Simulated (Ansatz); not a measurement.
dimethyl telluride (C₂H₆Te), singlet, geometry from GFN2-xTB (core potentials on Te), atoms displaced at random by about 0.1 Å a coordinate. Base run: PBE0/def2-SVP in Ansatz (an electronic-structure program).

Input for Ansatz:
Ansatz 0.2 input:
```yaml
crystal:
  periodic: [false, false, false]
  atoms:
    - {symbol: C, position_ang: [1.44789851, -0.64293754, 0.95699465]}
    - {symbol: Te, position_ang: [-0.05668485, 0.36390111, -0.50252884]}
    - {symbol: C, position_ang: [-1.71500032, -0.19157913, 0.98728557]}
    - {symbol: H, position_ang: [1.43107530, -1.87242614, 0.92793656]}
    - {symbol: H, position_ang: [2.36710815, -0.18015496, 0.58865422]}
    - {symbol: H, position_ang: [1.49966507, -0.23850929, 1.95477479]}
    - {symbol: H, position_ang: [-1.55529620, -1.42458198, 1.04307646]}
    - {symbol: H, position_ang: [-2.46453940, -0.08341655, 0.51300727]}
    - {symbol: H, position_ang: [-1.49035773, -0.06402069, 1.92334317]}
basis:
  gaussian:
    orbitals: def2-SVP
hamiltonian:
  xc: pbe0
relax: {}
```

Variants of this job, named by their change:

```csv
change,ΔE vs base (kJ/mol),optimiser steps,core-seconds (rough)
base,0.00,9,20
relax = max_displacement: 0.02,0.00,25,60
relax = f_tol: 0.1,0.02,6,20
relax = f_tol: 0.0005,0.00,14,30
relax = escape_saddle: false,0.00,9,20
relax = f_tol: 0.002,0.00,12,30
relax = max_displacement: 0.5,0.00,9,30
```
